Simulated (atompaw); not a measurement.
# Pd: variants of one PAW (atompaw) potential

Base potential:

```
Element                 : palladium
Generator               : atompaw 4.2.0.5
Type                    : PAW
Functional              : PBEsol
Relativity              : non-relativistic
Frozen core             : [Ar] 3d10
Valence charge          : 18
Reference configuration : 4s2 4p6 4d8 5s0 5p0 (charge +2)
Partial waves           : 4s (bound): rc 1.50 bohr; 5s (bound, empty): rc 1.80 bohr; 4p (bound): rc 1.15 bohr; 5p (bound, empty): rc 1.80 bohr; 4d (bound): rc 1.40 bohr; 4d channel at -1.35 Ry: rc 1.80 bohr
Local potential         : bessel scheme, radius 1.70 bohr
Core correction         : smooth core density matched at 0.95 bohr
Augmentation charge     : besselshape compensation charge, radius 1.55 bohr; PAW radius 1.80 bohr; waves and projectors: custom polynom2 7 10 vanderbiltortho
```

Cutoffs, loose and tight: the cutoffs (Ry, on a coarse ladder) from which the occupation-weighted sum of valence levels, in a spherical-Bessel basis at the reference potential, stays within 10 and 1 mRy of its value at 400 Ry. They see the waves, projectors and local potential, not the compensation charge or the core. A dash means not determined.

A true bound ghost makes a file unfit for plane-wave use even where its test errors are small: the radial tests pick states by their node count and pass the ghost by.

| change | outcome | cutoff, loose | cutoff, tight | bound ghosts |
| --- | --- | --- | --- | --- |
| base | generated | 300 Ry | over 300 Ry | none |
| all radii scaled by about 0.84 (s 1.26, p 0.98, d 1.18 bohr); local potential bessel scheme, radius 1.44 bohr; augmentation besselshape compensation charge, radius 1.32 bohr; PAW radius 1.52 bohr; waves and projectors: custom polynom2 7 10 vanderbiltortho; core correction smooth core density matched at 0.80 bohr | generated | over 300 Ry | over 300 Ry | none |
| waves 4s (bound); 5s (bound); 4p (bound); 5p (bound); 4d (bound); 4d channel at -1.35 Ry; augmentation besselshape compensation charge, radius 1.55 bohr; PAW radius 1.80 bohr; waves and projectors: bloechl | generated | 50 Ry | 70 Ry | none |
| wave 4d channel at -1.35 Ry: rc 1.80 bohr becomes 4d channel at -1.35 Ry: rc 1.16 bohr | failed: atompaw: The overlap operator has at least one negative eigenvalue! | – | – | – |
| core [Kr], valence charge 10; reference 4d8 5s0 5p0; waves now 5s (bound): rc 2.35 bohr; 5s channel at -1.05 Ry: rc 2.35 bohr; 5p (bound): rc 2.10 bohr; 5p channel at 0.15 Ry: rc 2.10 bohr; 4d (bound): rc 2.00 bohr; 4d channel at 0.15 Ry: rc 2.35 bohr; core correction smooth core density matched at 1.90 bohr; augmentation besselshape compensation charge, radius 2.35 bohr; PAW radius 2.35 bohr; waves and projectors: custom polynom2 7 10 vanderbiltortho | generated | 25 Ry | 50 Ry | p, s |
| augmentation gaussian compensation charge, radius 1.55 bohr; PAW radius 1.80 bohr; waves and projectors: custom polynom2 7 10 vanderbiltortho | generated | 300 Ry | over 300 Ry | none |
| local potential bessel scheme, radius 1.54 bohr | generated | 300 Ry | over 300 Ry | none |
| augmentation besselshape compensation charge, radius 1.70 bohr; PAW radius 1.80 bohr; waves and projectors: custom polynom2 7 10 vanderbiltortho | generated | 300 Ry | over 300 Ry | none |
| wave 4s (bound): rc 1.50 bohr becomes 4s (bound): rc 1.40 bohr | generated | 300 Ry | over 300 Ry | none |
| reference 4s2 4p6 4d10 5s0; wave 5p (bound): rc 1.80 bohr becomes 4p channel at -3.25 Ry: rc 1.80 bohr | generated | 300 Ry | over 300 Ry | none |
| scalar-relativistic | generated | 300 Ry | over 300 Ry | none |
| functional PBE | generated | 300 Ry | over 300 Ry | none |
| local potential troulliermartins scheme with l = 3 at 1 Ry, radius 1.70 bohr | failed: atompaw: The overlap operator has at least one negative eigenvalue! | – | – | – |
